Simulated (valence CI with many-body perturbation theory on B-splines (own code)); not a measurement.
Yb38+: electric-dipole lines

Computed by relativistic CI+MBPT: four valence electrons over a frozen Dirac-Fock core [Ar] 3d10, a basis of 11 s, 11 p, 10 d, 8 f, 5 g, 2 h functions for each j, with the one-electron correlation potential Σ1 (screened to all orders), the two-electron term Σ2, the three-electron term Σ3, Breit, model QED; selected single and double excitations, second order for the rest, scaled by the run's own slope (own B-spline code, finite nucleus).

No measured spectrum was set against this ion. As an estimate, large intervals hold to a few tenths of a per cent, small ones and those within an open d or f shell to about a per cent. Among the levels kept, up to 410 cm⁻¹ of a level comes from second order outside the variational space, and about a tenth of that is noise between levels of different J, which matters for small intervals.

Lines 201 to 250 of 565 in falling wavelength, among levels below 557.38 eV, chosen from the strongest by gf and those to the six lowest levels. Wavelengths and rates use the calculated energies. Electric multipoles are in the length gauge, E1 and E2 with the static RPA response of the core. Weak lines are less certain than strong ones. Lines between different terms over intervals too small for the method are left out, as are lines whose strength nearly cancels. Where a level lies close to another of its J and parity, the split of strength between their lines is uncertain. The highest levels of a list are the least certain.

Levels are named by their leading jj configuration (3d3/2^4 stands for four electrons in 3d with j = 3/2), which in mixed levels can hold well under half, so a name can repeat and another be missing. Letters in brackets count levels of one name in rising energy.

```tsv
λ vac (Å)	Upper	Lower	A (s⁻¹)	log gf	Branch %
74.68	(4s^2 4p1/2 4f7/2) J=4	(4s^2 4p1/2 4d5/2) J=3	4.91e+11	0.57	97.8
74.67	(4p1/2^2 4p3/2 4d3/2) J=2	(4s 4p1/2^2 4d3/2) J=1	3.74e+10	-0.81	20.1
74.66	(4s 4p1/2 4p3/2 4f7/2) J=2 [b]	(4s^2 4p1/2 4f5/2) J=2	5.34e+10	-0.65	9.5
74.65	(4s 4p1/2 4p3/2 4f7/2) J=3 [c]	(4s 4p1/2 4p3/2 4d5/2) J=4 [b]	2.89e+10	-0.77	3.9
74.64	(4p1/2 4p3/2^2 4d5/2) J=3 [a]	(4s 4p1/2 4p3/2 4d5/2) J=3 [c]	2.40e+11	0.15	40.9
74.61	(4s 4p1/2 4p3/2 4f7/2) J=2 [b]	(4s 4p1/2 4p3/2 4d5/2) J=3 [a]	6.24e+10	-0.58	11.1
74.57	(4s 4p1/2 4d3/2 4d5/2) J=2 [b]	(4s 4p1/2 4p3/2 4d3/2) J=3 [a]	1.21e+11	-0.30	28.8
74.56	(4p1/2^2 4p3/2^2) J=0	(4s 4p1/2^2 4p3/2) J=1	2.86e+11	-0.62	79.7
74.52	(4s 4p1/2 4d3/2 4d5/2) J=3 [b]	(4s 4p1/2 4p3/2 4d3/2) J=3 [a]	1.31e+11	-0.12	36.9
74.47	(4s^2 4p1/2 4d5/2) J=2	(4s^2 4p1/2 4p3/2) J=1	3.79e+11	0.20	99.9
74.47	(4s 4p1/2 4p3/2 4f5/2) J=2 [c]	(4s^2 4p1/2 4f5/2) J=2	1.14e+11	-0.32	12.1
74.46	(4s 4p1/2 4p3/2 4f5/2) J=0 [b]	(4s 4p1/2 4p3/2 4d5/2) J=1 [a]	1.96e+11	-0.79	26.9
74.45	(4s 4p1/2^2 4p3/2) J=1	(4s^2 4p1/2^2) J=0	2.05e+11	-0.29	86.3
74.41	(4s 4p1/2 4d5/2^2) J=2	(4s 4p1/2 4p3/2 4d5/2) J=2 [a]	9.36e+10	-0.41	19.8
74.40	(4s 4p1/2 4p3/2 4f7/2) J=5 [a]	(4s 4p1/2 4p3/2 4d5/2) J=4 [a]	1.39e+11	0.10	78.1
74.39	(4s 4p1/2 4p3/2 4d5/2) J=3 [a]	(4s 4p1/2 4p3/2^2) J=2 [a]	1.81e+11	0.02	66.4
74.39	(4s 4p1/2 4d3/2 4d5/2) J=1 [b]	(4s 4p1/2 4p3/2 4d3/2) J=2 [a]	1.46e+11	-0.44	40.5
74.33	(4p1/2 4p3/2^2 4d3/2) J=1 [b]	(4s^2 4p1/2 4f5/2) J=2	1.75e+11	-0.36	20.3
74.32	(4s 4p1/2 4p3/2^2) J=1 [a]	(4s^2 4p1/2 4p3/2) J=2	4.49e+10	-0.95	14.2
74.27	(4s 4p1/2 4p3/2 4d5/2) J=3 [d]	(4s^2 4p1/2 4d5/2) J=2	5.46e+11	0.50	89.5
74.25	(4s 4p3/2^2 4d5/2) J=2 [b]	(4s^2 4p3/2 4d5/2) J=3	2.95e+11	0.09	34.1
74.25	(4s 4p1/2 4p3/2 4d5/2) J=2 [c]	(4s^2 4p1/2 4d5/2) J=3	2.37e+11	-0.01	42.8
74.22	(4s 4p1/2 4p3/2 4f5/2) J=3 [b]	(4s 4p1/2 4p3/2 4d3/2) J=3 [b]	3.37e+10	-0.71	4.9
74.21	(4p1/2 4p3/2^2 4d3/2) J=0	(4s 4p1/2 4p3/2 4d3/2) J=1 [a]	1.98e+11	-0.79	83.2
74.18	(4p1/2 4p3/2^2 4d3/2) J=1 [c]	(4s 4p1/2 4p3/2 4d3/2) J=1 [d]	3.00e+11	-0.13	22.4
74.18	(4s 4p3/2^2 4d5/2) J=1 [a]	(4s^2 4p3/2 4d5/2) J=2	1.50e+11	-0.43	15.0
74.18	(4s 4p1/2 4d5/2^2) J=2	(4s 4p1/2 4p3/2 4d3/2) J=1 [c]	3.59e+10	-0.83	7.6
74.17	(4s 4p1/2 4p3/2 4d5/2) J=1 [c]	(4s^2 4p1/2 4d5/2) J=2	1.68e+11	-0.38	31.1
74.16	(4p1/2 4p3/2^2 4d5/2) J=3 [b]	(4s 4p1/2 4p3/2 4d5/2) J=4 [c]	1.99e+11	0.06	37.4
74.15	(4s 4p1/2 4d3/2 4d5/2) J=1 [b]	(4s 4p1/2 4p3/2 4d3/2) J=1 [a]	1.19e+11	-0.53	32.9
74.10	(4s 4p1/2 4p3/2 4f7/2) J=4 [a]	(4s 4p1/2 4p3/2 4d5/2) J=3 [a]	1.14e+11	-0.07	27.9
74.01	(4p1/2 4p3/2^2 4d5/2) J=2	(4s 4p1/2 4p3/2 4d5/2) J=3 [b]	5.78e+10	-0.62	21.7
74.00	(4s 4p1/2 4p3/2 4d3/2) J=0 [b]	(4s^2 4p1/2 4d3/2) J=1	2.77e+11	-0.64	26.9
74.00	(4s 4p3/2^2 4d5/2) J=1 [a]	(4s^2 4p3/2 4d3/2) J=0	8.20e+10	-0.69	8.2
73.96	(4s 4p1/2 4p3/2 4f7/2) J=4 [c]	(4s 4p1/2 4p3/2 4d5/2) J=4 [c]	1.89e+11	0.14	27.1
73.96	(4s 4p1/2 4p3/2 4f5/2) J=3 [b]	(4s 4p1/2 4p3/2 4d3/2) J=2 [b]	3.67e+10	-0.68	5.4
73.93	(4p1/2 4p3/2^2 4d5/2) J=3 [b]	(4s 4p1/2 4p3/2 4d5/2) J=3 [c]	8.80e+10	-0.30	16.6
73.87	(4p1/2 4p3/2^2 4d3/2) J=2 [b]	(4s 4p1/2 4p3/2 4d3/2) J=3 [b]	2.29e+11	-0.03	41.4
73.84	(4s 4p3/2^2 4d5/2) J=2 [c]	(4s 4p3/2^3) J=2	8.45e+11	0.54	81.9
73.82	(4p1/2 4p3/2^3) J=2	(4s 4p1/2 4p3/2^2) J=1 [b]	1.46e+11	-0.22	15.7
73.78	(4s 4p1/2 4d3/2 4d5/2) J=2 [b]	(4s 4p1/2 4p3/2 4d3/2) J=2 [a]	1.45e+11	-0.23	34.6
73.75	(4s 4p3/2^2 4d5/2) J=2 [b]	(4s^2 4p3/2 4d5/2) J=1	4.88e+11	0.30	56.4
73.74	(4s 4p1/2 4p3/2 4f5/2) J=2 [d]	(4s 4p1/2 4p3/2 4d3/2) J=1 [d]	1.68e+11	-0.16	16.7
73.74	(4s 4p1/2 4p3/2 4d5/2) J=3 [c]	(4s 4p1/2 4p3/2^2) J=3	6.53e+10	-0.43	14.8
73.74	(4s 4p1/2 4p3/2 4f7/2) J=4 [c]	(4s 4p1/2 4p3/2 4d5/2) J=3 [c]	2.63e+11	0.28	37.6
73.61	(4p1/2 4p3/2^2 4d3/2) J=2 [b]	(4s 4p1/2 4p3/2 4d3/2) J=2 [b]	6.76e+10	-0.56	12.2
73.51	(4s 4p1/2 4p3/2 4d5/2) J=4 [c]	(4s 4p1/2 4p3/2^2) J=3	1.00e+11	-0.14	85.6
73.49	(4s 4p3/2^2 4d5/2) J=3 [a]	(4s^2 4p3/2 4d5/2) J=4	3.64e+10	-0.69	7.0
73.48	(4s 4p1/2 4p3/2 4d5/2) J=2 [d]	(4s 4p1/2 4p3/2^2) J=1 [a]	2.22e+11	-0.05	25.2
73.47	(4s 4p1/2 4p3/2 4f5/2) J=4 [a]	(4s 4p1/2 4p3/2 4d5/2) J=4 [a]	5.45e+10	-0.40	8.1
```
